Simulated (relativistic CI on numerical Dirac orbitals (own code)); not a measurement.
# Kr XVII: q coefficients and field-shift factors

These numbers are calculated, not measured: Dirac-Coulomb-Breit CI, KLI orbitals optimised for each configuration, derivatives by finite differences, unscaled Slater integrals, QED left out (own radial code, finite nucleus).

Configurations in the expansion (outside the closed core [Ne]): 3s2 3p6 3d2, 3s2 3p5 3d3, 3s 3p6 3d3, 3s2 3p6 3d 4s, 3s2 3p6 3d 4p, 3s2 3p6 4s2. Double excitations out of closed p, d and f shells are left out; levels of such configurations are missing from the list, as are those of other unlisted configurations, and high levels can miss mixing partners.

With x = (α/α₀)² − 1 an excitation energy changes as ω = ω₀ + qx; K = 2q/ω₀ is the relative enhancement. Terms are leading LS components, so labels can repeat. The field-shift factor is F = δν/δ⟨r²⟩ for the transition from the lowest level.

Lowest level 3s2 3p6 3d2 3F_2.

```csv
Level,ω₀ (cm⁻¹),q (cm⁻¹),K,F (GHz/fm²)
3s2 3p6 3d2 3F_3,10550,11750,2.23,0.0563
3s2 3p6 3d2 3F_4,21451,21760,2.03,0.105
3s2 3p6 3d2 1D_2,45778,10180,0.445,0.0407
3s2 3p6 3d2 3P_0,48258,5930,0.246,0.0123
3s2 3p6 3d2 3P_1,53037,12330,0.465,0.0393
3s2 3p6 3d2 3P_2,64136,25380,0.791,0.107
3s2 3p6 3d2 1G_4,72216,15840,0.439,0.123
3s2 3p6 3d2 1S_0,163987,18500,0.226,0.277
3s2 3p5 3d3 5D°_2,741904,23080,0.0622,0.994
3s2 3p5 3d3 5D°_1,743282,24560,0.0661,0.96
3s2 3p5 3d3 5D°_3,743405,25480,0.0686,1.04
3s2 3p5 3d3 5D°_0,745656,28090,0.0754,0.943
3s2 3p5 3d3 5S°_2,747068,38810,0.104,0.966
```

At this charge energies of transitions that change n are usually good to better than 1 %, and those within a shell (Δn = 0) to a few per cent. Terms inside the open d or f shell come out 10 to 20 % too wide with unscaled integrals.
